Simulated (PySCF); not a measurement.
C4H13GeNSi: core ionisation energies

Compound: C4H13GeNSi.
Numbering: `[CH2:1]=[CH:2][CH2:3][CH2:4][NH:5][SiH2:6][GeH3:7]`

Level of theory: delta-SCF UKS SCAN, pcX-2 on the ionised atom, pcseg-1 elsewhere, spin-free X2C in PySCF. Vertical ΔSCF values, vacuum level as zero.

**Question.** What binding energy does each computed site have?

**Answer.** 
| atom(s) | bonded to | level | binding energy (eV) | 2p1/2 (eV) | above the level's lowest (eV) | count |
| --- | --- | --- | --- | --- | --- | --- |
| C1 | C (double bond) and 2 H | C 1s | 290.10 | – | 0.00 | 1 |
| C2 | C (double bond), C and H | C 1s | 290.49 | – | +0.39 | 1 |
| C3 | 2 C and 2 H | C 1s | 290.58 | – | +0.48 | 1 |
| C4 | N, C and 2 H | C 1s | 291.42 | – | +1.32 | 1 |
| N5 | C, H and Si | N 1s | 404.26 | – | 0.00 | 1 |
| Si6 | N, 2 H and Ge | Si 2p3/2 | 106.55 | 107.18 | 0.00 | 1 |
| Si6 | N, 2 H and Ge | Si 1s | 1846.39 | – | 0.00 | 1 |

Lowest listed C 1s: C1, bonded to C (double bond) and 2 H. Highest, 1.32 eV above it: C4, bonded to N, C and 2 H. Summing the Pauling electronegativity differences to the bonded atoms, each weighted by its formal bond order, gives -0.70 for the lowest site and -0.21 for the highest; no listed site has a larger sum than the highest.

**Question.** Express the binding energy of Si 2p3/2 of Si6 in atomic units and per mole.

**Answer.** 106.55 eV = 3.9156 Eh = 10281 kJ/mol.

The 2p values add to the ΔSCF energy of one spin-free hole a correction within the shell (spin–orbit coupling, ligand field). 2p1/2 minus 2p3/2 (ligand field included): Si 0.62 eV. No level of germanium is listed. One conformer (not necessarily the lowest) at the PBE0-D3(BJ)/def2-SVP geometry, without solvent, vibrations or thermal averaging.

On one thread, Intel Xeon at 2.50 GHz (x86_64), shared host with 64 logical CPUs at a one-minute load of 59, this took 6.5 min of wall time and 0.65 GiB of memory at its peak.

The values belong to the conformer `[CH2:1]=[CH:2][CH2:3][CH2:4][NH:5][SiH2:6][GeH3:7]`: C1–C2–C3–C4 -117°, C2–C3–C4–N5 -60°, C3–C4–N5–Si6 -84°, C4–N5–Si6–Ge7 -162°.
